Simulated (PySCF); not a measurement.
**Cr⁻ (chromium, charge -1) across methods**

[Ar] 3d5 4s2, high-spin 6S determinant. Computed with PySCF 2.14 in aug-cc-pwCVTZ (10s9p7d4f3g, 127 functions), with the non-relativistic Hamiltonian (point nucleus).

| method | E (hartree) | mean ε 4s α (eV) | mean ε 3d α (eV) | mean ε 4s β (eV) | Σ⟨r²⟩ (bohr²) | ⟨S²⟩ |
| --- | --- | --- | --- | --- | --- | --- |
| r2SCAN | -1044.450 | -0.107 | 0.752 | 1.048 | 85.18 | 8.987 |
| PBE | -1044.243 | 0.317 | 1.185 | 1.196 | 80.58 | 8.837 |
| UHF | -1043.34569 | -1.985 | -6.132 | 0.253 | 108.1 | 9.184 |
| PBE0 | -1044.262 | -0.180 | -0.429 | 0.789 | 82.19 | 8.855 |
| revPBE | -1044.377 | 0.321 | 1.171 | 1.217 | 81.50 | 8.850 |
| wB97X | -1044.461 | -1.235 | -2.398 | -0.848 | 77.20 | 8.755 |
| LDA | -1042.237 | 0.204 | 1.078 | 1.109 | 78.99 | 8.836 |
| PW91 | -1044.542 | 0.269 | 1.132 | 1.193 | 80.39 | 8.843 |

The highest occupied level is positive at r2SCAN, PBE, UHF, PBE0, revPBE, LDA, PW91: only the finite basis holds that electron, at UHF too, so the state is unbound at these levels.
